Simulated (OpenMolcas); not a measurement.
An atom or ion with 52 electrons was computed by SS-CASPT2, IPEA 0.25 Eh, imaginary shift 0.1 Eh with spin-orbit coupling (OpenMolcas, ANO-RCC-VQZP, DKH2). The lowest levels that the run gave, each within 12 % of the measured value where one is at hand:

| J | Parity | E (cm-1) | g |
| --- | --- | --- | --- |
| 2 | even | 0.0 | 1.449 |
| 0 | even | 7940 |  |
| 1 | even | 8910 | 1.501 |
| 2 | even | 16630 | 1.052 |
| 0 | even | 35200 |  |

Task: Which ion is it, and what are the configurations and terms?

Result: Xe2+ (Z = 54, charge +2; active space 4 electrons in 3 orbitals (5p)). J, parity and g give the terms where levels are pure, and mixed ones are named by the computed weights; the size of the splittings, set against known spectra of the 52-electron sequence, gives the charge. In order, with the measured energies in cm-1 (Saloman, J. Phys. Chem. Ref. Data 33, 765 (2004)): 5s2 5p4 3P2, 5s2 5p4 3P0 (8130), 5s2 5p4 3P1 (9794), 5s2 5p4 1D2 (17099), 5s2 5p4 1S0 (36103).

CASPT2 does not keep the components of a term degenerate, so their means are used; among the terms shown or strongly mixed into the levels shown the widest spread is 170 cm-1 (5s2 5p4 1D). With the s shell closed, the reference lacks s² → p² mixing. Measured partners are found by configuration, term and J. A level has none where our copy of the source lacks it or the pairing is in doubt (some pairs that miss far off the trend of their configuration count as doubtful), and it then counts in no deviation. Levels of configurations outside the active space are missing.
